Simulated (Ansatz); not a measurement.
A made-up structure of SnNH4, doublet:

N1  (-0.055, -1.527, 0.469)
Sn2  (-0.159, 0.412, -0.237)
H3  (0.421, -0.687, -1.397)
H4  (-1.586, 0.503, -1.157)
H5  (1.216, 0.728, -1.203)
H6  (-0.211, 1.491, 1.087)
(Å)

It is relaxed with PBE-D4/def2-SVP and then PBE0-D4/def2-TZVP (Ansatz 0.2.0). Atoms count as bonded within 1.22 times the sum of their covalent radii (H–H: 0.88 Å). The end point is not checked to be a true minimum.

Problem. Does its bonding change? (A judgement: the text doesn't fix the answer.)

Solution. The calculation gives: Yes. Formed: N1–H3; broken: Sn2–H3.

Where it ends: The first stage lowers the energy by 4.64 eV in 11 steps. It ends as SnNH₄ ([NH][SnH3]):
```xyz
6
angstrom
N 0.1790 -1.3698 0.0146
Sn -0.1454 0.6408 -0.3305
H 0.2883 -1.8294 -0.8977
H -1.6082 0.8236 -1.1957
H 1.1587 1.2810 -1.2319
H -0.2462 1.3720 1.2022
```

Labels in which every atom is bracketed show which atoms are joined, not bond orders.

For scale, one of the runs: PBE0-D4/def2-TZVP relaxation, 105 basis functions, launched by `ansatz run in.yaml --threads 2 --pin off --events-out ev --progress --plain --max-ram 4352MiB`. The run took about 15 s on 2 CPU threads of an Arm Neoverse V2 (shared host).
